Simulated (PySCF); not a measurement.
Level of theory: B3LYP-D3(BJ)/def2-TZVP // BP86-D3(BJ)/def2-SVP (PySCF 2.14.0). All species are isolated molecules in the gas phase. One relaxed conformer stands for a flexible species; it need not be the lowest. B3LYP has the VWN-RPA correlation part, as in Gaussian. 

Reference species: [Zn(CH3)(H)] (neutral, multiplicity 1).

```
Quantity                               Result
-------------------------------------  ------
coordination number                         2
charge on the central atom (Mulliken)  0.27 e
```

Changed species: [Zn(CH3)2] (0 of 2 CH3 replaced by H; the reference has 1 of 2 CH3 replaced by H).

Problem. Give the shifts of the coordination number and charge on the central atom (Mulliken).

Solution. the coordination number stays essentially unchanged; the charge on the central atom (Mulliken) rises by 0.12 e, to 0.39 e.
